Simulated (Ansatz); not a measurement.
`O[SiH](Cl)[GeH3]` and `C[SiH](O)Cl` differ in one atom or group.

Ansatz, PBE0-D4/def2-TZVP geometries, multiplicity 1. Each molecule was computed in one conformer, which needn't be the lowest.

Scalar relativity is left out up to krypton.

| property | `O[SiH](Cl)[GeH3]` |
| --- | --- |
| HOMO energy (B3LYP/def2-TZVPP) / eV | -7.78 |
| LUMO energy (ωB97M-V/def2-TZVPP) / eV | 1.42 |
| LUMO energy (B3LYP/def2-TZVPP) / eV | -0.52 |
| HOMO energy (PBE0/def2-TZVPP) / eV | -7.97 |
| HOMO–LUMO gap (PBE0/def2-TZVPP) / eV | 7.67 |
| HOMO–LUMO gap (B3LYP/def2-TZVPP) / eV | 7.26 |

Q: Give the same properties after the change, and the shifts. (An estimate is asked.)

A: Ansatz gave: 
```
                             property  `C[SiH](O)Cl`  shift
  HOMO energy (B3LYP/def2-TZVPP) / eV          -8.39  -0.61
LUMO energy (ωB97M-V/def2-TZVPP) / eV           2.12   0.70
  LUMO energy (B3LYP/def2-TZVPP) / eV           0.27   0.79
   HOMO energy (PBE0/def2-TZVPP) / eV          -8.62  -0.65
 HOMO–LUMO gap (PBE0/def2-TZVPP) / eV           9.22   1.55
HOMO–LUMO gap (B3LYP/def2-TZVPP) / eV           8.66   1.40
```

With PBE0 the HOMO falls by 0.65 eV and the LUMO rises by 0.91 eV, so the gap widens by about 1.56 eV. PBE moves the HOMO by -0.45 eV and ωB97M-V by -0.84 eV.

B3LYP here is the variant with VWN-RPA as its local correlation; programs differ in this.
